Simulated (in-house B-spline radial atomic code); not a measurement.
RPA and G0W0 on BLYP: Be²⁺

Configuration 1s2, mean-field start BLYP. Computed with an all-electron radial atomic-structure program (B-spline basis): all electrons, non-relativistic, point nucleus, each spin shell either full or empty, empty states to l = 9 with an (l + 1/2)⁻⁴ tail; G0W0 by contour deformation at full frequency.

Relativity, left out, deepens the 1s level by about Z⁴α²/8 hartree.

Command:
```bash
python run_gw.py task.json out
```
Settings (radii: box in bohr, nucleus in fm):
```
Z                        4
electrons                2
configuration            1s2
hamiltonian              nr
method                   b88,lyp
lmax                     9
spin_polarised           False
box_radius               17.55
intervals                44
ion_configuration        1s1
```

Time taken, with all properties: 0.5 s on 1 thread of Arm Neoverse V2, on a shared host.

Energies (hartree):

```csv
term,value
mean-field total,-13.65003
Hartree-Fock functional on these orbitals,-13.60955
direct second order,-0.095003
second-order exchange,0.047502
SOSEX correction,0.044336
```

Task: What is the RPA correlation energy, and what remains with SOSEX?

Result: RPA gives -0.088671 hartree (-1.21 eV per electron); RPA + SOSEX gives -0.044335, and the second-order doubles -0.047501 hartree (no singles). SOSEX takes back 50 % of the RPA value, the self-correlation of each of the two electrons.

Quasi-particle levels (eV):

| level | occupied | mean field | Σx - vxc | Σc | QP weight | G0W0 |
| --- | --- | --- | --- | --- | --- | --- |
| 1s | yes | -132.68 | -21.65 | ? | ? | ? |
| 2s | no | -22.484 | 4.88 | -0.17 | 0.999 | -17.773 |

G0W0 = mean field + (Σx - vxc) + Σc, with Σc (partial-wave tail included) taken at the quasi-particle energy.

Task: Where does G0W0 put 1s?

Result: At -153.32 eV, with Σc = 1.02 eV and a quasi-particle weight of 0.975. The tabulated removal energy is 153.896 eV (NIST, tabulated theory).

Task: What does it cost to remove one electron (to 1s1) by differences of total energies, each species on its own start (correlation terms add to the Hartree-Fock functional)?

Result: BLYP 154.03 eV, Hartree-Fock functional 152.66 eV, + RPA 154.46 eV, + RPA + SOSEX 153.87 eV, + second order 153.95 eV. Tabulated: 153.896 eV (NIST, tabulated theory).
